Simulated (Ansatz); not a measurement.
Born–Oppenheimer molecular dynamics of Cl2F4Mo (7 atoms, charge 0, multiplicity 1). It starts from a relaxed structure.

These are results of Ansatz 0.2.0, RHF/def2-SVP, not measurements.

- ensemble: NVT, Langevin thermostat
- time step: 2 fs
- steps asked: 500
- set temperature: 700 K
- friction: 0.001 /fs
- seed: 166581

Frames 20 fs apart, positions in Å.

Velocities at 720 fs (Å/ps):

```
Mo -0.55 -1.83 -2.18
F -5.25 4.24 -2.10
F -2.03 7.89 -3.19
F 2.81 -2.83 -0.90
F -3.88 -1.70 -0.56
Cl -2.33 -1.10 2.38
Cl 0.67 -0.68 2.04
```

```xyz
7
Properties=species:S:1:pos:R:3 time_fs=720 energy_less_start_eV=0.384 T=257
Mo -0.204 0.124 0.511
F 0.376 0.313 2.166
F 0.978 1.446 0.156
F -1.530 1.240 0.862
F -1.361 -1.201 0.957
Cl 1.246 -1.676 0.635
Cl -0.495 0.069 -1.782
7
Properties=species:S:1:pos:R:3 time_fs=740 energy_less_start_eV=0.283 T=333
Mo -0.187 0.071 0.464
F 0.268 0.438 2.223
F 0.889 1.511 0.103
F -1.542 1.224 0.847
F -1.456 -1.164 0.911
Cl 1.221 -1.670 0.650
Cl -0.475 0.038 -1.715
7
Properties=species:S:1:pos:R:3 time_fs=760 energy_less_start_eV=0.254 T=359
Mo -0.180 0.060 0.494
F 0.192 0.505 2.197
F 0.829 1.465 0.082
F -1.562 1.202 0.774
F -1.523 -1.067 0.768
Cl 1.249 -1.623 0.639
Cl -0.482 -0.030 -1.713
7
Properties=species:S:1:pos:R:3 time_fs=780 energy_less_start_eV=0.294 T=338
Mo -0.214 0.094 0.538
F 0.202 0.527 2.245
F 0.924 1.457 0.087
F -1.577 1.261 0.662
F -1.583 -1.113 0.616
Cl 1.325 -1.604 0.637
Cl -0.502 -0.141 -1.791
7
Properties=species:S:1:pos:R:3 time_fs=800 energy_less_start_eV=0.348 T=222
Mo -0.243 0.128 0.525
F 0.180 0.471 2.269
F 0.954 1.344 0.127
F -1.580 1.343 0.602
F -1.485 -1.116 0.562
Cl 1.352 -1.550 0.642
Cl -0.472 -0.229 -1.786
7
Properties=species:S:1:pos:R:3 time_fs=820 energy_less_start_eV=0.175 T=367
Mo -0.243 0.127 0.484
F 0.040 0.369 2.231
F 1.039 1.373 0.068
F -1.533 1.385 0.606
F -1.496 -1.194 0.666
Cl 1.336 -1.478 0.669
Cl -0.398 -0.276 -1.712
7
Properties=species:S:1:pos:R:3 time_fs=840 energy_less_start_eV=0.281 T=297
Mo -0.231 0.112 0.422
F -0.130 0.284 2.254
F 1.002 1.354 0.051
F -1.457 1.409 0.598
F -1.465 -1.148 0.817
Cl 1.340 -1.432 0.716
Cl -0.330 -0.290 -1.705
7
Properties=species:S:1:pos:R:3 time_fs=860 energy_less_start_eV=0.204 T=400
Mo -0.215 0.088 0.439
F -0.225 0.284 2.226
F 1.000 1.383 0.072
F -1.403 1.465 0.503
F -1.512 -1.087 0.824
Cl 1.439 -1.450 0.770
Cl -0.323 -0.315 -1.824
7
Properties=species:S:1:pos:R:3 time_fs=880 energy_less_start_eV=0.226 T=384
Mo -0.203 0.061 0.461
F -0.200 0.371 2.256
F 0.996 1.363 0.173
F -1.324 1.446 0.353
F -1.645 -1.044 0.669
Cl 1.503 -1.438 0.803
Cl -0.339 -0.355 -1.867
7
Properties=species:S:1:pos:R:3 time_fs=900 energy_less_start_eV=0.320 T=320
Mo -0.194 0.022 0.451
F -0.176 0.400 2.213
F 1.073 1.288 0.267
F -1.338 1.435 0.198
F -1.667 -0.957 0.508
Cl 1.472 -1.381 0.808
Cl -0.331 -0.379 -1.770
7
Properties=species:S:1:pos:R:3 time_fs=920 energy_less_start_eV=0.334 T=301
Mo -0.180 0.059 0.394
F -0.254 0.373 2.191
F 1.151 1.270 0.255
F -1.320 1.433 0.112
F -1.712 -1.008 0.525
Cl 1.465 -1.401 0.788
Cl -0.266 -0.400 -1.711
7
Properties=species:S:1:pos:R:3 time_fs=940 energy_less_start_eV=0.188 T=536
Mo -0.184 0.100 0.370
F -0.402 0.344 2.132
F 1.140 1.293 0.216
F -1.272 1.515 0.088
F -1.498 -1.014 0.637
Cl 1.462 -1.494 0.780
Cl -0.159 -0.451 -1.829
```

Of the whole run (1000 fs, mean temperature of the second half 335 K): The mean temperature of the second half is 52 % below the set value. A run of 1 ps of so small a system gives no equilibrium averages.

The run took 9.9 min on 4 threads of Arm Neoverse V2, with other jobs on the host, peak memory 0.36 GiB.
